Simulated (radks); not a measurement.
Problem. Ionisation ladder of molybdenum, from Mo11+ to Mo20+. Each ion is in the ground configuration listed by NIST, and IE = E(next ion) - E(this ion). Method: Dirac Kohn-Sham, PBE, spin-unpolarised, spherical densities, point nucleus; open shells fill j = l - 1/2 first; computed with a radial shooting solver on a logarithmic mesh with Libxc functionals.

| species | configuration | IE, Delta-SCF (eV) | -e(HOMO) (eV) | HOMO |
|---|---|---|---|---|
| Mo11+ | [Ar] 3d10 4s2 4p1 | ? | 219.84 | 4p1/2 |
| Mo12+ | [Ar] 3d10 4s2 | ? | 269.81 | 4s1/2 |
| Mo13+ | [Ar] 3d10 4s1 | ? | 292.67 | 4s1/2 |
| Mo14+ | [Ar] 3d10 | ? | 516.63 | 3d5/2 |
| Mo15+ | [Ar] 3d9 | 595.52 | 568.76 | 3d5/2 |
| Mo16+ | [Ar] 3d8 | 650.15 | 622.56 | 3d5/2 |
| Mo17+ | [Ar] 3d7 | 706.41 | 678.01 | 3d5/2 |
| Mo18+ | [Ar] 3d6 | 764.27 | 735.08 | 3d5/2 |
| Mo19+ | [Ar] 3d5 | 823.70 | 793.73 | 3d5/2 |
| Mo20+ | [Ar] 3d4 | 889.30 | 858.38 | 3d3/2 |

Estimate the withheld Delta-SCF values.

Solution. Mo11+: 230.60 eV (NIST 230.3); Mo12+: 281.20 eV (NIST 279.1); Mo13+: 304.32 eV (NIST 302.60); Mo14+: 542.55 eV (NIST 544.0).

Beside tabulated values, note that spin-unpolarised runs miss the spin-polarisation part of the exchange energy of open shells.
